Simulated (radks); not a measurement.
Results of a calculation; reference values are marked as such.
Task: Hg32+, 48 electrons, occupied as [Kr] 4d10 4f2. Level of theory: non-relativistic Kohn-Sham, PBE, spin-polarised, spherical densities, point nucleus; open shells are filled with parallel spins first (spin-orbit coupling, left out, can overturn this in heavy ions); relativity is left out, which matters for an element this heavy (a radial shooting solver on a logarithmic mesh with Libxc functionals). Some entries of the table are withheld. Estimate them.

orbital,occ.,eigenvalue (hartree),<r> (bohr),r(max) (bohr)
1s down,1,-2800.504,0.01892,0.01256
1s up,1,-2800.503,0.01892,0.01256
2s up,1,-505.3994,0.07968,0.06825
2s down,1,-505.3931,0.07968,0.06825
2p up,3,-487.7529,0.06733,0.05293
2p down,3,-487.7494,0.06733,0.05293
3s up,1,-152.2939,0.1997,0.1860
3s down,1,-152.1665,0.1997,0.1859
3p up,3,-144.0546,0.1902,0.1749
3p down,3,-143.9399,0.1901,0.1748
3d up,5,-128.7172,0.1660,0.1374
3d down,5,-128.6365,0.1659,0.1373
4s up,1,-62.41192,0.4123,0.3996
4s down,1,-62.28466,0.4126,0.3998
4p up,3,-58.77038,0.4108,0.3962
4p down,3,-58.64199,0.4112,0.3964
4d up,5,-52.15736,0.4035,0.3821
4d down,5,-52.02277,0.4040,0.3824
4f up,2,-43.66991,0.3784,0.3211
4f down,0,-43.51050,0.3790,0.3215
5s up,0,-33.51268,(1),(2)
5s down,0,-33.45814,(3),(4)
5p up,0,-31.84858,0.7470,(5)
5p down,0,-31.79455,0.7478,(6)

Result: 
(1) 5s up <r> (bohr): 0.7368
(2) 5s up r(max) (bohr): 0.7460
(3) 5s down <r> (bohr): 0.7375
(4) 5s down r(max) (bohr): 0.7467
(5) 5p up r(max) (bohr): 0.7562
(6) 5p down r(max) (bohr): 0.7569
